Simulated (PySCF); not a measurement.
C₂H₆AlFO₂, SMILES C[O][Al]([F])[O]C. Atoms are numbered in the order given.

```xyz
12

Al     0.2367     0.2629     0.2715
F      0.7895     1.6150     1.0509
O     -0.9998     0.3713    -0.8599
C     -1.8212     1.3309    -1.4387
H     -1.6286     2.3502    -1.0569
H     -1.6810     1.3524    -2.5338
H     -2.8837     1.0980    -1.2485
O      0.9476    -1.2083     0.6470
C      0.8258    -2.5419     0.2760
H      0.0512    -2.7059    -0.4954
H      1.7829    -2.9207    -0.1238
H      0.5658    -3.1647     1.1500
```

Coordinates come from a PBE0-D3(BJ)/def2-SVP optimisation. The structure was generated by enumeration; whether it is a known compound was not checked. Other conformers were not sampled.

Method: PBE/def2-TZVP (PySCF).

Problem. Estimate the frontier levels, gap, dipole moment and polarisability. (Estimate from the structure and the level; the computed values follow.)

Solution. 
```
Property                                                                                                       Result
---------------------------------------------------------------------------------------------  ----------------------
highest occupied level                                                                                       -6.62 eV
lowest empty level                                                                                           -1.48 eV
orbital gap                                                                                                   5.14 eV
dipole moment                                                                                                  1.84 D
quadrupole, principal values (traceless, Buckingham form, about the centre of nuclear charge)   -8.32, 3.85, 4.47 D·Å
mean static polarisability                                                                       55.6 bohr³ (8.24 Å³)
polarisability, principal values                                                               47.2, 52.8, 66.8 bohr³
```
